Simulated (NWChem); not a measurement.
Species: BeGeH3Cl; SMILES [Cl][Be][GeH3]

Program: NWChem. Coordinates come from a PBE0/def2-SVP optimisation. Ions are spin-unrestricted doublets at the neutral geometry; other ion states weren't tried.

For level PBE0/def2-SVP:

```
Item                                   Value
-------------------------------------  -----
vertical ionisation energy, ΔSCF (eV)  10.59
−ε(HOMO) (eV)                           8.32
```

Q: How do the values read with level PBE/def2-SVP instead?

A: 
| Property | Value |
|---|---|
| vertical ionisation energy, ΔSCF (eV) | 10.38 |
| −ε(HOMO) (eV) | 7.13 |
